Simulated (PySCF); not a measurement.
The vertical singlet excitations below were computed for one of the candidates. Level of theory: TDDFT PBE0/def2-SVPD, vertical, gas phase, core orbitals frozen in the response (PySCF 2.14.0, density-fitted response routines). Geometries: GFN2-xTB, one conformer each.

```tsv
state	E (eV)	f	main configurations (H = HOMO, L = LUMO)
S1	6.05	0.0057	H-1→L (56%), H→L (42%)
S2	6.30	0.0019	H→L+1 (39%), H→L+2 (14%), H-1→L+1 (9%)
S3	6.47	0.0012	H→L (50%), H-1→L (38%)
S4	6.53	0.0086	H-1→L+1 (61%), H→L+1 (32%)
S5	6.71	0.010	H-2→L+1 (19%), H→L+2 (12%), H→L+3 (12%)
S6	6.79	0.0018	H→L+2 (45%), H-1→L+1 (10%), H-1→L+2 (9%)
S7	6.82	0.0037	H-1→L+2 (60%), H→L+1 (9%)
S8	6.86	0.014	H-2→L (74%)
```

Orbital energies (eV): HOMO-3 -8.89, HOMO-2 -7.66, HOMO-1 -7.37, HOMO -7.29, LUMO 0.10, LUMO+1 0.37, LUMO+2 0.70.

Task: Which candidate is it? All have the formula C4H9NSi2.
A. `N#C[C@@H]1CC[SiH2][SiH2]1`
B. `N#C[Si@@H]([SiH3])C1CC1`
C. `C#C[C@H]1C[SiH2]N[SiH2]1`

Result: C. Its S1, at 6.05 eV, is the lowest among the candidates; the nearest of the others has S1 at 6.38 eV. S1 is HOMO-1→LUMO (56%), HOMO→LUMO (42%). Löwdin shares by element: HOMO carbon 53% or more, nitrogen 19% (atoms not listed hold the other 29%); LUMO silicon 41%, hydrogen 11% or more, nitrogen 8% (atoms not listed hold the other 40%). At the same level the other candidates give, for their lowest levels:
- `N#C[C@@H]1CC[SiH2][SiH2]1`: 6.38 eV (f 0.007); 6.55 eV (f 0.079); 7.13 eV (f 0.021); 7.17 eV (f 0.019); 7.32 eV (f 0.101); T1 5.71 eV; HOMO -8.13, LUMO -0.52 eV
- `N#C[Si@@H]([SiH3])C1CC1`: 6.62 eV (f 0.043); 6.71 eV (f 0.021); 6.90 eV (f 0.019); 7.13 eV (f 0.018); 7.22 eV (f 0.025); T1 5.71 eV; HOMO -8.44, LUMO -0.70 eV
Triplets come from the Tamm–Dancoff approximation.
